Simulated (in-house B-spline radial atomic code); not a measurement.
Configurations of K⁴⁺, with energies counted from [Ne] 3s2 3p3. All numbers are computed (scalar-relativistic (X2C) OLYP, spin-polarised, spherical fractional occupations; Fermi nucleus of rms radius 3.4349 fm) with an all-electron radial atomic-structure program (B-spline basis), not measured. Shells without spins written out take the highest spin.

Occupations are held fixed; configurations that lie above the ionisation limit could autoionise.

| configuration | E - E(ref) (eV) | highest orbital | its <r> (bohr) |
| --- | --- | --- | --- |
| [Ne] 3s2 3p(2 up, 1 down) | 3.7394 | 3p down | 1.247 |
| [Ne] 3s1 3p4 | 17.902 | 3p down | 1.263 |
| [Ne] 3s2 3p2 4p1 | 47.42 | 4p up | 2.837 |
| [Ne] 3s(0 up, 1 down) 3p(2 up, 1 down) 4s(1 up, 0 down) | 62.858 | 4s up | 2.606 |
| [Ne] 3s1 3p3 4d1 | 66.897 | 4d up | 3.275 |
| [He] 2s2 2p(3 up, 2 down) 3s2 3p(2 up, 1 down) 4s(0 up, 1 down) | 332.53 | 4s down | 2.565 |
| [He] 2s2 2p5 3s2 3p3 4p1 | 333.08 | 4p up | 2.746 |

Q: Order these further configurations by energy, lowest first.
A. [He] 2s2 2p5 3s2 3p3 3d1
B. [He] 2s2 2p5 3s2 3p3 4f1
C. [He] 2s2 2p(3 up, 2 down) 3s2 3p(2 up, 1 down) 4p(1 up, 0 down)
D. [Ne] 3s1 3p3 3d1
E. [He] 2s2 2p5 3s2 3p4

A: D (37.591 eV), E (286.59 eV), A (308.95 eV), C (337.67 eV), B (346.49 eV).

Q: How far above the reference does [Ne] 3s2 3p2 4s1 lie?

A: 42.008 eV; its least bound orbital is 4s up with <r> = 2.603 bohr.

Q: How far above the reference does [He] 2s2 2p5 3s2 3p3 4d1 lie?

A: 340.9 eV; its least bound orbital is 4d up with <r> = 3.149 bohr.

Q: How far above the reference does [Ne] 3s(1 up, 0 down) 3p(1 up, 3 down) lie?

A: 21.928 eV; its least bound orbital is 3p up with <r> = 1.243 bohr.
